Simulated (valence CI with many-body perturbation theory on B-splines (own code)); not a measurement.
## Run record, Pt XVI

Computed by configuration interaction combined with many-body perturbation theory (CI+MBPT): three valence electrons over a frozen Dirac-Fock core [Kr] 4d10 4f14, a basis of 11 s, 11 p, 9 d, 7 f, 5 g, 2 h, 1 i functions for each j, with the one-electron correlation potential Σ1 (screened to all orders), the two-electron term Σ2, the three-electron term Σ3, Breit, model QED; selected single and double excitations, second order for the rest (own B-spline code, finite nucleus).

Command, and the settings that its task file holds:

```sh
python run_cv.py task.json out
```

```
atom Pt  Z=78  mass_number=195  rms_radius_fm=5.4270
core [Kr] 4d10 4f14
valence 5s2 5p1
avg = 1
basis = L
breit = 1
cap = 40000
capref = 1200
cscale = 1
de = 0.0
dress = 0
eps = 2e-08
h = 0.27
hh = 1
l2 = 3
lcore = 6
maxit = 60
n2 = 5
natural = 1
nlev = 60
nno = [7, 7, 6, 5, 4, 2, 1]
nroot = 26
nsp = [4, 4, 3, 2, 1, 0, 0]
pt2 = 1
qed = 1
rpa = 1
s1 = 1
s2 = 1
s3 = 1
screen = 1
tol = 2e-05
```

It took 90 s on 1 thread of Arm Neoverse V2, on a shared host.

Log. The first blocks belong to the next ion, which gives the ionisation energy. Fields: 2J, parity (1 odd), roots, reference size, generating configurations, candidates as configurations/state functions, variational space P, stored matrix elements, Davidson steps; e2 is the range of second-order energies in hartree. The first line gives the box (bohr), its intervals, the orbitals and the steps of their self-consistent field. Window is the range of levels sought, series limit the energy at which the first omitted orbital would enter, core excitation an estimate of the first excitation out of the core, left out the lowest levels not solved, and shifts from estimates the range by which levels moved from their first estimate, all in cm⁻¹.

```
rmax 11.8 intervals 62 orbitals 81 references ['5s2 5p', '5s 5p2', '5s2 5d', '5p3', '5s 5p 5d'] scf 4 t 1.5
2J=0 par=0 roots 2 ref 20 generators 4 cand 362/362 P 342/342 nnz 0 it 0
2J=0 par=0 roots 2 ref 20 generators 6 cand 40/40 P 372/372 nnz 0 it 0
   second order: generators 11 cand 10/10 e2 -0.00000 -0.00000
reference levels 644, estimated 3, window 220595 1/cm; series limit 2036515, core excitation 275743
2J=1 par=1 roots 1 ref 61 generators 3 cand 3329/4953 P 958/1403 nnz 0 it 3
2J=1 par=1 roots 1 ref 61 generators 5 cand 4334/6622 P 1356/2019 nnz 0 it 4
   second order: generators 9 cand 6066/9324 e2 -0.00001 -0.00001
2J=3 par=1 roots 1 ref 96 generators 5 cand 5966/12585 P 1022/2014 nnz 0 it 3
2J=3 par=1 roots 1 ref 96 generators 6 cand 5646/11973 P 1501/2963 nnz 1.9e+06 it 4
   second order: generators 14 cand 10102/22273 e2 -0.00002 -0.00002
left out: unestimated 436496, estimated 310758, shifts from estimates 0 to 5
operators 7.7
```

The Davidson iterations converged.

No measured spectrum was set against this ion. As an estimate, levels hold to about 250 cm⁻¹ or 0.2 % of their energy and the worst to 1 %, as in measured heavy ions of charge 2 to 7. The list stops below the first excitations out of the core. Only levels of the ground parity were solved; by the run's estimate the other parity begins above the list, which can be wrong where configurations are misplaced.

* Valence energy: -44.32621 hartree
* Ionisation energy: 352.09 eV (NIST: 358 ± 17 eV (theoretical))
* Reference configurations for the orbitals: 5s2 5p, 5s 5p2, 5s2 5d, 5p3, 5s 5p 5d
* Radial orbitals: 81
* Box radius: 11.78 bohr
* Largest variational space: 2963
* Lowest levels: 5s²5p ²P°_1/2 0.0, 5s²5p ²P°_3/2 164990 cm⁻¹
